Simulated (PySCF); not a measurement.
Compound: C₈H₅O (doublet state).
Structure used (GFN2-xTB), in Å, numbered top down from 1:
```
atom  x, y, z in Å
C1     3.518   -1.377   -0.974
C2     2.634   -0.724   -0.492
C3     1.616    0.068    0.094
C4     0.333   -0.163   -0.124
C5    -0.968   -0.058   -0.080
C6    -2.201   -0.083   -0.132
C7    -3.633   -0.030   -0.128
C8     2.052    1.177    0.973
O9     3.194    1.450    1.226
H10    4.287   -1.951   -1.397
H11   -3.985    0.974    0.120
H12   -4.024   -0.731    0.611
H13   -4.026   -0.304   -1.110
H14    1.203    1.751    1.391
```

The hyperfine couplings belong to this conformer and change with its torsions.

Identity: `C#C/C(=[C]/C#CC)C=O` [radical].

Computed, not measured: PySCF, UKS B3LYP, pcH-1 on C H O, non-relativistic, mean-field spin-orbit, GIAO. The structure is a single GFN2-xTB conformer in the gas phase; no vibrational or solvent corrections. A GFN2-xTB geometry isn't a minimum of the functional, and hyperfine couplings can be far from their values at a DFT geometry. Stability of the SCF solution: not tested. ⟨S²⟩ is 0.783 where a pure state has 0.75.

Task: Break the g tensor into its mass correction, gauge correction and orbital-Zeeman/spin–orbit terms.

Result: 
| Δg (ppm) | 1 | 2 | 3 |
| --- | --- | --- | --- |
| relativistic mass correction | -157 | -157 | -157 |
| gauge correction | 12 | 23 | 39 |
| orbital Zeeman/spin–orbit | -291 | -68 | 575 |
| total | -436 | -201 | 457 |

So g = 2.00188, 2.00212, 2.00278 and g_iso = 2.00226; the tensor is rhombic: the two nearest values differ by 26 % of g3 − g1. 

Task: At 93.838 GHz, how far is the centre of the isotropic spectrum from where a free electron (g = 2.002319) resonates?

Result: B = hν/(g μB) with μB/h = 13.99624 MHz/mT gives 3348.37 mT for the free electron and 3348.47 mT at g_iso, 0.10 mT higher.

Task: What are the electron Larmor frequencies g μB B/h along the three axes at 3350 mT?

Result: 93.8632, 93.8741, 93.9050 GHz for g1, g2 and g3, a range of 41.9 MHz.

Task: In a frozen sample, at which fields do the three g values resonate at 9.5, 34, 94 and 263 GHz (hyperfine left aside), and which band first spreads them over more than twice a line width of 0.3 mT?

Result: 
| band | GHz | B(g3) mT | B(g2) mT | B(g1) mT | spread mT |
| --- | --- | --- | --- | --- | --- |
| X | 9.5 | 338.91 | 339.02 | 339.06 | 0.15 |
| Q | 34.0 | 1212.93 | 1213.33 | 1213.47 | 0.54 |
| W | 94.0 | 3353.39 | 3354.49 | 3354.88 | 1.50 |
| J | 263.0 | 9382.35 | 9385.44 | 9386.54 | 4.18 |

The spread grows in proportion to the frequency. W band is the first where it exceeds 0.6 mT.

The largest Mulliken spin populations are on C4 (+0.74), C6 (+0.61), C5 (-0.27) and C3 (-0.14).

The HOMO–LUMO gaps are 3.32 eV among the α and 3.66 eV among the β orbitals.

On an Arm Neoverse V2 with one thread, shared host, this took 87 s (grids of density and orbitals included) and 1.1 GiB of memory at its peak.
